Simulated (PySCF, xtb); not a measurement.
Al(F)(H)(iPr) (C3H8AlF), SMILES [CH](C)(C)[AlH][F].

GFN2-xTB in xtb at its own geometry gives an orbital gap of 3.94 eV and a dipole moment of 2.02 D.

Geometry: B3LYP-D3(BJ)/def2-SVP. The structure was generated by enumeration; whether it is a known compound was not checked. One conformer was computed; it need not be the lowest.

Question: What does PySCF with B3LYP/def2-TZVP give? (An estimate is asked for; the answer gives what the named calculation found.)

Answer: gap 6.10 eV (levels -7.30 and -1.19 eV), dipole 1.86 D.
